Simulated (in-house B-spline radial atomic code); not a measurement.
A fraction x of an electron is removed from 2p in Al III (Al2+), starting from [Ne] 3s1 and keeping the highest spin. Computed with a B-spline radial code for spherical atoms: non-relativistic SCAN, spin-polarised, spherical fractional occupations, point nucleus.

| x | E(x) - E(0) (eV) | 2p down level (eV) |
| --- | --- | --- |
| 0 | 0.0000 | -91.872 |
| 0.2 | 18.9545 | -97.690 |
| 0.26 | 24.8689 | -99.456 |
| 0.44 | 43.2509 | -104.801 |
| 0.5 | 49.5930 | -106.603 |
| 0.55 | ? | ? |
| 0.71 | 72.6454 | -112.959 |
| 0.83 | 86.4210 | -116.639 |
| 0.96 | ? | ? |
| 1 | 106.6951 | -121.890 |

Q: What belongs in the row x = 0.55?

A: An energy change of 54.9608 eV; 2p down at -108.110 eV.

Q: What belongs in the row x = 0.96?

A: An energy change of 101.8443 eV; 2p down at -120.648 eV.

Q: Check Janak's theorem between x = 0.2 and 0.26.

A: The slope of the energy is 98.57 eV; the orbital levels give 98.57 eV (-ε of the emptying orbital, averaged over the two points).
